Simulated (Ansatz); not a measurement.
Si18H24, a nanocrystal cut from hexagonal silicon. Charge 0, multiplicity 1. Geometry PBE-D4/def2-SVP.

Cartesian coordinates in Å:
```
Si -4.0675 0.6223 -2.0254
Si -3.1602 -1.3099 -3.0548
Si -2.5755 1.4523 -0.4059
Si -2.1743 -0.2133 1.2059
Si -1.0465 -1.7957 -2.1416
Si -1.2661 -2.1435 0.1744
Si -0.6918 0.6041 2.8390
Si -0.3113 -1.0699 4.4485
Si 0.8365 -2.6442 1.1026
Si 0.5998 -2.9991 3.4169
Si -0.5255 1.9740 -1.4345
Si 0.3827 0.0440 -2.4666
Si 0.9741 2.8152 0.1707
Si 1.3379 1.1338 1.7749
Si 2.5035 -0.4317 -1.5671
Si 2.2461 -0.7959 0.7424
Si 3.0153 3.3434 -0.8741
Si 3.9230 1.4141 -1.9085
H -5.3852 0.2761 -1.3775
H -4.3240 1.6775 -3.0728
H -4.0902 -2.4784 -2.8398
H -3.0357 -1.0780 -4.5404
H -3.1310 2.6849 0.2681
H -3.4791 -0.6029 1.8616
H -0.4436 -3.0238 -2.7822
H -2.2122 -3.2958 0.4219
H -1.2708 1.8483 3.4706
H -1.6086 -1.4286 5.1301
H 0.6445 -0.5617 5.4994
H 1.4138 -3.8615 0.4194
H -0.3083 -4.1784 3.6635
H 1.9446 -3.3087 4.0267
H -0.7512 3.0157 -2.5060
H 0.5152 0.3226 -3.9461
H 0.3714 4.0287 0.8386
H 2.3307 1.6263 2.8025
H 3.0608 -1.6765 -2.2166
H 3.5977 -1.0664 1.3623
H 2.7970 4.4161 -1.9124
H 3.9907 3.8730 0.1478
H 4.0876 1.6658 -3.3869
H 5.2856 1.1255 -1.3286
```

Single mean-field runs in def2-SVP, def2-TZVP are fitted with def2-universal-jkfit.

Task: Estimate the orbital energies around the gap (eV) in Ansatz with PBE-D4/def2-SVP, PBE-D4/def2-TZVP, r2SCAN-D4/def2-TZVP, PBE0-D4/def2-SVP, PBE0-D4/def2-TZVP.

Result: 
| orbital | PBE-D4/def2-SVP | PBE-D4/def2-TZVP | r2SCAN-D4/def2-TZVP | PBE0-D4/def2-SVP | PBE0-D4/def2-TZVP |
| --- | --- | --- | --- | --- | --- |
| HOMO−9 | -7.28 | -7.27 | -7.56 | -8.43 | -8.36 |
| HOMO−8 | -7.24 | -7.20 | -7.46 | -8.33 | -8.24 |
| HOMO−7 | -6.96 | -6.91 | -7.17 | -8.00 | -7.91 |
| HOMO−6 | -6.96 | -6.91 | -7.17 | -8.00 | -7.91 |
| HOMO−5 | -6.69 | -6.70 | -6.96 | -7.75 | -7.73 |
| HOMO−4 | -6.63 | -6.59 | -6.83 | -7.64 | -7.56 |
| HOMO−3 | -6.63 | -6.59 | -6.83 | -7.64 | -7.56 |
| HOMO−2 | -6.51 | -6.47 | -6.70 | -7.51 | -7.42 |
| HOMO−1 | -6.09 | -6.07 | -6.28 | -7.06 | -6.99 |
| HOMO | -6.09 | -6.07 | -6.28 | -7.06 | -6.99 |
| LUMO | -2.22 | -2.39 | -2.29 | -1.59 | -1.71 |
| LUMO+1 | -2.08 | -2.26 | -2.13 | -1.41 | -1.55 |
| LUMO+2 | -2.08 | -2.26 | -2.13 | -1.41 | -1.55 |
| LUMO+3 | -1.75 | -1.93 | -1.78 | -1.06 | -1.21 |
| LUMO+4 | -1.74 | -1.93 | -1.78 | -1.05 | -1.21 |
| LUMO+5 | -1.69 | -1.86 | -1.66 | -1.00 | -1.13 |
